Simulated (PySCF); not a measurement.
Stepwise substitution at one centre (Si OH-SH). Isolated molecules, 0 K electronic values unless said otherwise. One relaxed conformer stands for each flexible species; it need not be the lowest. Strings in code marks are SMILES.

Computed with PBE-D3(BJ)/def2-TZVP // ωB97X-D3(BJ)/def2-TZVP run with PySCF. Excitations are Tamm–Dancoff values on a coarser integration grid. The basis has no diffuse functions, so Rydberg states are missing or too high.

```json
[
 {"species": "0 of 4 OH replaced by SH (`O[Si](O)(O)O`)", "S1 excitation (TDA) (eV)": "6.97", "S1–T1 gap (TDA) (eV)": "0.20"},
 {"species": "1 of 4 OH replaced by SH", "S1 excitation (TDA) (eV)": "5.87", "S1–T1 gap (TDA) (eV)": "0.32"},
 {"species": "2 of 4 OH replaced by SH", "S1 excitation (TDA) (eV)": "5.51", "S1–T1 gap (TDA) (eV)": "0.30"},
 {"species": "3 of 4 OH replaced by SH", "S1 excitation (TDA) (eV)": "5.44", "S1–T1 gap (TDA) (eV)": "0.34"},
 {"species": "4 of 4 OH replaced by SH (`S[Si](S)(S)S`)", "S1 excitation (TDA) (eV)": "5.17", "S1–T1 gap (TDA) (eV)": "0.27"}
]
```
